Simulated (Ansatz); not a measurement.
Input file for Ansatz (an electronic-structure program): U-PBE0/def2-TZVPP on TcCl, 2S+1 = 5, a spin state set in the input, which need not be the lowest, a point of a bond scan (R = 2.227 Å). Elements past Kr take the def2 small-core potentials; no spin–orbit coupling.

Ansatz 0.2 input:
```yaml
crystal:
  periodic: [false, false, false]
  atoms:
    - {symbol: Tc, position_ang: [0.00000000, 0.00000000, 0.00000000]}
    - {symbol: Cl, position_ang: [0.00000000, 0.00000000, 2.22705100]}
basis:
  gaussian:
    orbitals: def2-TZVPP
    pivot_positions_ang: [[0.00000000, 0.00000000, 0.00000000], [0.00000000, 0.00000000, 2.22705100]]
hamiltonian:
  xc: {name: PBE0}
magnetization: {spin_polarized: true, initial_magnetization: 4}
output: {forces: true, orbitals: {seedname: ./end}}
```

The head of its log:

```
WARN ansatz: RAYON_NUM_THREADS=2 ignored (pool sized by the plan → 2); use --threads N
Functional definition: PBE0
integrals: 0.03 GiB planned
705 factors; their error is unknown
mean field: 0.39 GiB planned
mean field evaluation 1: about -14712.9098 eV, gradient 2.8e1 eV
mean field evaluation 2: about -14699.0367 eV, gradient 5.9e1 eV
```

### Question
Predict the final total energy.

### Answer
-540.8294 hartree.
